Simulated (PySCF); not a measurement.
## Lu(SH)3: from a saddle point downhill

PySCF 2.14.0, RKS BP86, Lu lcecp-1-SVP with ECP60, S def2-SVP, H def2-SVP; non-relativistic Hamiltonian with scalar-relativistic core potentials where named; density fitting; no spin-orbit coupling. Relaxed within the symmetry of its start, the geometry (C3v) is

```xyz
7

Lu    0.0000    0.0000   -0.2758
S     2.4347    0.0000    0.4470
H     2.1176    0.0000    1.7749
S    -1.2173    2.1085    0.4470
H    -1.0588    1.8339    1.7749
S    -1.2173   -2.1085    0.4470
H    -1.0588   -1.8339    1.7749
```

and its lowest harmonic modes are -283, -213, -213, 64, 90, 90 cm⁻¹ (negative: unstable). It was moved along the lowest mode and relaxed again, within the group C3 that the move left.

Question: Where does it end, and how much lower?

Answer: In C3h, 0.441 eV lower, after 26 steps:
```xyz
7

Lu    0.0000    0.0000    0.9042
S     2.4966   -0.4310    0.9191
H     2.7866    0.9057    0.9094
S    -0.8751    2.3776    0.9191
H    -2.1777    1.9604    0.9094
S    -1.6215   -1.9466    0.9191
H    -0.6089   -2.8661    0.9094
```

Question: How do the contacts change?

Answer: 
```
    contact  saddle (Å)  end (Å)
Lu1–S2 (SH)       2.540    2.534
Lu1–S4 (SH)       2.540    2.534
Lu1–S6 (SH)       2.540    2.534
```


Question: Is the end a minimum?

Answer: Yes, as far as the noise of the softest modes lets one tell (those above −25 cm⁻¹ count as noise); lowest modes 27, 62, 62, 157, 196, 196 cm⁻¹.

An lcecp potential fixes the number of 4f electrons, so in runs with it no electron can move into or out of that shell.

State: singlet in the valence, with the 4f electrons in the core potential.
